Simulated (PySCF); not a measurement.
Input file for PySCF: D3(BJ) and D4 dispersion corrections on H3N3 (a complex), monomers drawn apart or pushed together.

```python
from pyscf import gto
from pyscf.dispersion import dftd3, dftd4

mol = gto.M(
    atom='''
    N    -0.15989024    0.18569666   -0.16589829
    H    -0.38509107    0.33453743   -1.14295921
    H     0.76478673    0.56906909   -0.00636693
    H    -0.09523295   -0.81509797   -0.01874501
    N     0.45464251   -0.31401697    2.62798527
    N    -0.25389777    0.15301340    3.31308603
    ''',
    basis='def2-svp',
    charge=0, spin=0, verbose=0, max_memory=1800)
d3, d4 = {}, {}
for xc in ['hf', 'pbe', 'blyp', 'revpbe', 'tpss', 'r2scan', 'b3lyp', 'pbe0', 'bhlyp', 'camb3lyp', 'b2plyp']:
    d3[xc] = float(dftd3.DFTD3Dispersion(mol, xc=xc, version='d3bj', atm=False).get_dispersion()['energy'])
    print(f'D3(BJ) {xc:10s} {d3[xc]:14.8f} Eh')
for xc in ['hf', 'pbe', 'blyp', 'revpbe', 'tpss', 'r2scan', 'b3lyp', 'pbe0', 'bhlyp', 'camb3lyp', 'b2plyp']:
    d4[xc] = float(dftd4.DFTD4Dispersion(mol, xc={'camb3lyp': 'cam-b3lyp'}.get(xc, xc), atm=True).get_dispersion()['energy'])
    print(f'D4     {xc:10s} {d4[xc]:14.8f} Eh')
```

The log:

```
D3(BJ) hf            -0.01741408 Eh
D3(BJ) pbe           -0.00216049 Eh
D3(BJ) blyp          -0.00430099 Eh
D3(BJ) revpbe        -0.00556673 Eh
D3(BJ) tpss          -0.00264814 Eh
D3(BJ) r2scan        -0.00062899 Eh
D3(BJ) b3lyp         -0.00348680 Eh
D3(BJ) pbe0          -0.00181680 Eh
D3(BJ) bhlyp         -0.00258301 Eh
D3(BJ) camb3lyp      -0.00155276 Eh
D3(BJ) b2plyp        -0.00154248 Eh
D4     hf            -0.00593326 Eh
D4     pbe           -0.00166465 Eh
D4     blyp          -0.00362967 Eh
D4     revpbe        -0.00561469 Eh
D4     tpss          -0.00224493 Eh
D4     r2scan        -0.00046020 Eh
D4     b3lyp         -0.00260053 Eh
D4     pbe0          -0.00141256 Eh
D4     bhlyp         -0.00175682 Eh
D4     camb3lyp      -0.00140756 Eh
D4     b2plyp        -0.00117820 Eh
```

The run finished.

Cost: very roughly 0.010 core-seconds.
